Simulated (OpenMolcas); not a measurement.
**Pt2+: moving or changing the point charges**

Pt2+ among 6 point charges of -1.7 e arranged as an octahedron (Oh), 2.06 Å from the ion.
```
   2.0600    0.0000    0.0000  -1.70
   0.0000    2.0600    0.0000  -1.70
  -2.0600    0.0000    0.0000  -1.70
   0.0000   -2.0600    0.0000  -1.70
   0.0000    0.0000    2.0600  -1.70
   0.0000    0.0000   -2.0600  -1.70
```

```
Program             : OpenMolcas
Method              : SS-CASPT2, IPEA 0.25 Eh, imaginary shift 0.1 Eh (closed shells correlated: 5s 5p)
Basis               : ANO-RCC-VDZP [7s6p4d2f]
Scalar Hamiltonian  : DKH2, point nucleus
Active space        : 8 electrons in 5 orbitals (5d)
State averaging     : 2S+1 = 3 even, 10 roots; 2S+1 = 1 even, 15 roots
Spin-orbit coupling : RASSI with atomic mean-field integrals over the reference wave functions
```

Runs around this geometry, states (labels of O, the rotations of Oh). Energies in cm-1 above the lowest state or level, χT in cm3 K/mol; 10Dq and B are least-squares fits to the states below 45000 cm-1, weighted by degeneracy, with a free offset, and given where the rms deviation is under 5 % of |10Dq| (or 100 cm-1) and under 700 cm-1.

```tsv
R (Å)	q (e)	Ground state	First state of that spin	10Dq	B (rms of fit)	First gap with spin-orbit (degeneracies)	χT at 300 K	First state of another spin
2.06	-1.36	3A2	3T2 8830	8829	731 (316)	6070 (3, 2)	2.353	1E 11520
2.06	-1.7	3A2	3T2 10850	10742	784 (304)	7350 (3, 2)	2.233	1E 11760
2.3	-1.7	3A2	3T2 6760			4680 (3, 2)	2.485	1E 11340
```

Taking the first state of the same spin as R^-n, n = -ln(6760 / 10850) / ln(2.3 / 2.06) = 4.3 between the shortest and longest distance.

Scaling the charges by -1.36 / -1.7 = 0.80 scales |10Dq| by 8829 / 10742 = 0.82; with fixed orbitals a first-order splitting would follow the charge.

Roots that are degenerate in the reference are averaged as groups; the widest CASPT2 spread within a group is 260 cm-1 (the 3-fold group of multiplicity 3 near 10800 cm-1 above the lowest state of its run, R = 2.06, q = -1.7). Shifts and gaps below about the spread of the groups concerned are not significant. Real 4d8 and 5d8 ions are as a rule square planar and diamagnetic. Free-ion shares, where given, are those of the reference states; single-state CASPT2 does not remix them. Point charges carry no covalency, so the field is a model and not that of real ligands. No measured value stands beside these numbers.
